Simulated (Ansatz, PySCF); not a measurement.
The pair A = CH5Al (SMILES [CH3][AlH2]) (first 7 atoms), B = H2O (SMILES O); geometry from B3LYP-D3(BJ)/def2-TZVP.
(charge 0, multiplicity 1):
```xyz
10

C     -0.17782     0.91679    -0.61250
Al    -0.32978    -0.37361     0.86026
H      0.86233     1.09224    -0.90215
H     -0.69801     0.55581    -1.50583
H     -0.61952     1.88521    -0.36002
H      0.58493    -1.68608     0.82907
H     -1.71430    -0.46923     1.65672
O      0.69612     0.51335     2.40455
H      1.43038    -0.04363     2.69497
H      0.11807     0.65622     3.16557
```

Correlated levels freeze the cores. CBS: X⁻³ extrapolation of the correlation energy, Hartree–Fock from the larger set. MP2 and its Hartree–Fock in aug-cc-pV(T+d)Z are density fitted.

Codes used: Ansatz (Gaussian basis) for Hartree–Fock, density functionals and correlated methods; PySCF for the dispersion terms. Each number belongs to the level named beside it.

The monomers are drawn apart, rigid, along the line of their centres of mass. Counterpoise-corrected interaction energies (kcal/mol):

```csv
level,R = 3.194 Å,R = 4.016 Å
PBE/def2-TZVPPD,-9.8408,-3.6908
PBE-D3(BJ)/def2-TZVPPD,-10.5707,-4.0608
wB97M-V/def2-TZVPPD,-10.8771,-4.0972
"MP2/CBS(aug-cc-pV(D+d)Z, aug-cc-pV(T+d)Z) + ΔCCSD(T)/aug-cc-pV(D+d)Z",-10.4689,-4.0680
```

Question: R is the distance of the centres of mass. Find the local exponent m of E ∝ R⁻ᵐ between the two points.

Answer: 
m = ln(E₁/E₂)/ln(R₂/R₁): PBE/def2-TZVPPD 4.3; PBE-D3(BJ)/def2-TZVPPD 4.2; wB97M-V/def2-TZVPPD 4.3; MP2/CBS(aug-cc-pV(D+d)Z, aug-cc-pV(T+d)Z) + ΔCCSD(T)/aug-cc-pV(D+d)Z 4.1. For scale, two fixed dipoles give m = 3, dipole and quadrupole 4, quadrupoles 5, and dispersion or dipole-induced dipole 6 at long range; at these distances several terms mix, and what is left of overlap and damping shifts m, so it need not match one of them.

Ansatz is a first-principles code.
